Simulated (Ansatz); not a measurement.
A nudged elastic band was laid between two geometries of CH₇BBrN (11 atoms, charge 0, multiplicity 1).

Level of theory: RKS PBE0-D4/def2-SVP in Ansatz.

```
movable images  : 7
climbing image  : yes
spring          : 5.0 eV/Å²
optimiser       : quadratic models (default)
start path      : through a guess of the saddle point
force threshold : 0.03 eV/Å
iteration limit : 60
end points      : relaxed
```

First end point:

```xyz
11
Properties=species:S:1:pos:R:3
B -0.706 -0.349 -1.087
Br 0.709 0.315 -2.376
H -0.607 -1.545 -0.892
H -1.808 0.035 -1.426
H -0.333 1.395 0.108
N -0.379 0.392 0.311
C 0.849 -0.038 0.996
H -1.192 0.259 0.917
H 1.689 0.103 0.303
H 1.015 0.538 1.917
H 0.763 -1.106 1.229
```

Last end point:

```xyz
11
Properties=species:S:1:pos:R:3
B -1.058 -0.834 -0.676
Br 0.979 2.377 -1.742
H -0.412 -1.757 -1.114
H -2.154 -0.550 -1.095
H 0.224 1.334 -1.099
N -0.508 -0.047 0.337
C 0.747 -0.257 1.028
H -1.077 0.695 0.735
H 1.283 -1.091 0.556
H 1.390 0.637 0.980
H 0.586 -0.507 2.090
```

What changes between the two ends?

Bonds broken: B1–Br2, H5–N6. Bonds formed: Br2–H5. CH7BBrN becomes BrH + CH6BN.

What energy profile does the band end with?

It converged. The highest image is number 5 of 0 to 8, 1.34 eV above the first end and 0.53 eV above the last; the last end lies 0.81 eV above the first. A vibrational analysis at the climbing image gives one clearly imaginary mode, 968i cm⁻¹: a first-order saddle point. The orbitals stay closed-shell, which can raise the energy where a bond breaks towards radicals; this wasn't checked here.

```tsv
image	path coordinate (Å)	energy (eV)	B1–Br2 (Å)	H5–N6 (Å)	Br2–H5 (Å)
0	0.00	0.00	2.03	1.02	2.90
1	0.51	0.02	2.03	1.02	2.75
2	1.02	0.07	2.03	1.02	2.62
3	1.53	0.17	2.07	1.03	2.35
4	2.04	0.74	2.36	1.07	1.97
5	2.55	1.34	2.81	1.32	1.68
6	3.26	0.91	3.36	1.96	1.45
7	3.97	0.83	3.73	2.13	1.44
8	4.69	0.81	3.95	2.12	1.44
```

What is the geometry of the highest image?


```xyz
11
Properties=species:S:1:pos:R:3:forces:R:3
B -0.852 -0.595 -0.839 0.01 0.01 0.00
Br 0.440 1.470 -2.236 0.00 0.00 0.01
H -0.160 -1.508 -1.199 0.00 -0.01 0.00
H -1.974 -0.407 -1.224 -0.01 0.00 0.00
H 0.056 1.041 -0.660 0.00 0.00 -0.02
N -0.375 0.230 0.289 0.00 0.00 0.02
C 0.761 -0.168 1.115 0.00 0.00 -0.01
H -1.094 0.743 0.795 0.00 0.00 0.00
H 1.575 -0.497 0.455 0.00 0.00 0.00
H 1.121 0.684 1.709 0.00 0.00 0.00
H 0.502 -0.993 1.794 0.00 0.00 0.00
```

What are the harmonic wavenumbers there?

968i, 100, 148, 203, 357, 420, 506, 697, 888, 961, 995, 1091, 1147, 1173, 1227, 1242, 1313, 1432, 1450, 1470, 1497, 2630, 2752, 3069, 3166, 3187, 3588 cm⁻¹.

Time of the run: 100 s on 2 threads of AMD EPYC 9R45 96-Core Processor (Zen 5), with other jobs on the host, peak memory 0.29 GiB.
